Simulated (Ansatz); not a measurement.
Reaction (redistribution): `CO[SiH2]S[SiH2]Cl` + `[GeH3][SiH]1CO1` → `Cl[SiH2][SiH]1CO1` + `CO[SiH2][S][GeH3]`

Program: Ansatz. Geometries: PBE0-D4/def2-TZVP. ΔE: electronic, gas phase. CCSD(T)/CBS adds triple-zeta CCSD(T) − MP2 to the extrapolated MP2 energy (def2 sets, frozen cores). DFT in def2-TZVPP. For Ge outer-core shells are correlated without core-valence functions, which leaves a few kJ/mol of doubt a bond. Scalar relativity is left out up to krypton. Each species was taken in one conformer, which may not be the lowest.

```tsv
level	ΔE (kcal/mol)
B2PLYP	8.3
CCSD(T)/def2-TZVPP	8.6
HF/def2-QZVPP	6.1
HF/CBS(def2)	6.1
```

Problem. What does CCSD(T)/CBS give? (Best estimate.)

Solution. Computed: +9.3 kcal/mol. The listed levels differ from it by -1.0, -0.7, -3.2, -3.2 kcal/mol.

Largest T1 diagnostic among the species: 0.014.

In def2-TZVPP, CCSD(T) changes the Hartree–Fock value by +2.5 kcal/mol (the triples alone add +0.3 kcal/mol) and MP2 by +3.5 kcal/mol. The D4 term adds +1.5 kcal/mol with B3LYP and +0.9 kcal/mol with PBE0; it sums over pairs of atoms, weighted by their polarisabilities, and B3LYP, whose exchange is more repulsive, gets the larger term.

B3LYP here is the variant with VWN-RPA as its local correlation; programs differ in this.
